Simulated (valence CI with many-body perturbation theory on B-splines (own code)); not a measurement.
# Rb6+: calculated level list

Level of theory: relativistic CI+MBPT: three valence electrons over a frozen Dirac-Fock core [Ar] 3d10, radial functions for each j: 9 s, 9 p, 8 d, 6 f, 3 g, 1 h, with the one-electron correlation potential Σ1, the two-electron term Σ2, the three-electron term Σ3, Breit, model QED; selected CI, second order for the rest, scaled by the run's own slope (own B-spline code, finite nucleus).

Against 17 measured levels this calculation errs by 113 cm⁻¹ on average and by 248 at most. These come from a selection out of Sansonetti, J. Phys. Chem. Ref. Data 35, 301 (2006). Levels without a partner in it may be off by more.

Levels 1 to 34 of 34, with energies above the lowest level, 4s²4p ²P°_1/2. "Leading %" is the weight of the configuration and term that name the level; weights of strongly mixed levels are sums over their largest components and can fall short, so below about 35 % the name and the second component can differ from the true leading terms, or belong to a minority configuration. Lifetimes count E1, E2, E3, M1 and M2 decay at the calculated energies, and are blank where another channel may lead or the interval is too uncertain; long ones can be off by a factor of two.

| No. | Configuration | Term | J | E (eV) | Leading % | Lifetime | Second component | g |
| --- | --- | --- | --- | --- | --- | --- | --- | --- |
| 1 | 4s²4p | ²P° | 1/2 | 0.000 | 98 |  |  | 0.665 |
| 2 | 4s²4p | ²P° | 3/2 | 1.297 | 97 | 96.6 ms |  | 1.334 |
| 3 | 4s4p² | ⁴P | 1/2 | 15.140 | 98 | 38.2 ns |  | 2.659 |
| 4 | 4s4p² | ⁴P | 3/2 | 15.689 | 99 | 205 ns |  | 1.732 |
| 5 | 4s4p² | ⁴P | 5/2 | 16.358 | 97 | 49.8 ns |  | 1.590 |
| 6 | 4s4p² | ²D | 3/2 | 19.911 | 90 | 638 ps | 7 % 4s²4d ²D | 0.807 |
| 7 | 4s4p² | ²D | 5/2 | 20.096 | 89 | 855 ps | 7 % 4s²4d ²D | 1.211 |
| 8 | 4s4p² | ²S | 1/2 | 23.650 | 70 | 97.1 ps | 26 % 4s4p² ²P | 1.646 |
| 9 | 4s4p² | ²P | 1/2 | 25.165 | 71 | 59.8 ps | 27 % 4s4p² ²S | 1.032 |
| 10 | 4s4p² | ²P | 3/2 | 25.676 | 96 | 48.3 ps |  | 1.329 |
| 11 | 4s²4d | ²D | 3/2 | 31.731 | 89 | 30.5 ps | 7 % 4s4p² ²D | 0.800 |
| 12 | 4s²4d | ²D | 5/2 | 31.889 | 90 | 32.9 ps | 7 % 4s4p² ²D | 1.200 |
| 13 | 4p³ | ²D° | 3/2 | 38.607 | 46 | 128 ps | 31 % 4p³ ⁴S° | 1.223 |
| 14 | 4p³ | ⁴S° | 3/2 | 39.016 | 64 | 77.9 ps | 27 % 4p³ ²D° | 1.577 |
| 15 | 4p³ | ²D° | 5/2 | 39.026 | 78 | 357 ps | 20 % 4s4p4d ²D° | 1.200 |
| 16 | 4p³ | ²P° | 1/2 | 42.449 | 85 | 120 ps | 13 % 4s4p4d ²P° | 0.665 |
| 17 | 4s²5s | ²S | 1/2 | 42.518 | 96 | 34.5 ps |  | 2.002 |
| 18 | 4p³ | ²P° | 3/2 | 42.785 | 75 | 122 ps | 10 % 4s4p4d ²P° | 1.333 |
| 19 | 4s4p4d | ⁴F° | 3/2 | 44.257 | 98 | 3.07 ns |  | 0.407 |
| 20 | 4s4p4d | ⁴F° | 5/2 | 44.532 | 97 | 2.21 ns |  | 1.033 |
| 21 | 4s4p4d | ⁴F° | 7/2 | 44.945 | 97 | 2.03 ns |  | 1.241 |
| 22 | 4s4p4d | ⁴F° | 9/2 | 45.540 | 99 |  |  | 1.334 |
| 23 | 4s4p4d | ⁴P° | 5/2 | 46.988 | 68 | 40.2 ps | 24 % 4s4p4d ⁴D° | 1.515 |
| 24 | 4s4p4d | ⁴D° | 3/2 | 47.186 | 52 | 32.7 ps | 44 % 4s4p4d ⁴P° | 1.428 |
| 25 | 4s4p4d | ⁴D° | 1/2 | 47.321 | 82 | 27.6 ps | 16 % 4s4p4d ⁴P° | 0.431 |
| 26 | 4s4p4d | ⁴P° | 1/2 | 47.951 | 83 | 39.5 ps | 16 % 4s4p4d ⁴D° | 2.240 |
| 27 | 4s4p4d | ⁴D° | 7/2 | 48.010 | 97 | 27.2 ps |  | 1.424 |
| 28 | 4s4p4d | ⁴P° | 3/2 | 48.013 | 52 | 33.5 ps | 46 % 4s4p4d ⁴D° | 1.473 |
| 29 | 4s4p4d | ⁴D° | 5/2 | 48.035 | 74 | 29.3 ps | 20 % 4s4p4d ⁴P° | 1.406 |
| 30 | 4s4p4d | ²D° | 3/2 | 48.544 | 80 | 42.2 ps | 13 % 4p³ ²D° | 0.831 |
| 31 | 4s4p4d | ²D° | 5/2 | 48.613 | 71 | 44.1 ps | 11 % 4s4p4d ⁴P° | 1.228 |
| 32 | 4s²5p | ²P° | 1/2 | 49.520 | 95 | 153 ps |  | 0.666 |
| 33 | 4s4p4d | ²F° | 5/2 | 49.900 | 92 | 80.0 ps | 5 % 4s4p4d ²D° | 0.876 |
| 34 | 4s²5p | ²P° | 3/2 | 49.930 | 94 | 142 ps |  | 1.333 |

Names give the largest LS component (configuration and term), which can be under half, so a name can repeat, a term be missing and a line seem to break the LS rules; names also repeat where a configuration has a term twice.

The ionisation energy to 4s² ¹S0 of the next ion comes out as 99.103 eV (NIST: 98.67 ± 0.04 eV (semi-empirical), further off than twice its uncertainty). All 34 levels together are meant to be complete up to 50.555 eV.
